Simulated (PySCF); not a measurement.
Pb(Br)(OH) (BrHOPb), SMILES [OH][Pb][Br] (connectivity only; charge and spin as stated), neutral, multiplicity 1. Atoms are numbered in the order given.

```xyz
4

Pb     0.2447     0.6846     0.0000
Br    -0.1039    -1.9261     0.0000
O     -1.8046     1.1475     0.0000
H     -1.9948     2.0936     0.0000
```

Geometry: B3LYP-D3(BJ)/def2-TZVP. The def2 effective core potentials stand for the cores of Pb; spin–orbit coupling is left out. One conformer was computed; it need not be the lowest.

Computed with PySCF with CAM-B3LYP/def2-TZVPD.

Symmetry labels are those of the subgroup Cs that the program uses (full group Cs).

Computed valence orbital energies around the gap with their symmetry:
```tsv
orbital	symmetry	energy (eV)
HOMO−7	A'	-22.09
HOMO−6	A'	-16.27
HOMO−5	A'	-13.38
HOMO−4	A'	-10.62
HOMO−3	A"	-10.25
HOMO−2	A'	-9.27
HOMO−1	A"	-9.23
HOMO	A'	-8.89
LUMO	A"	-1.93
LUMO+1	A'	-0.45
LUMO+2	A'	-0.01
LUMO+3	A'	0.58
```
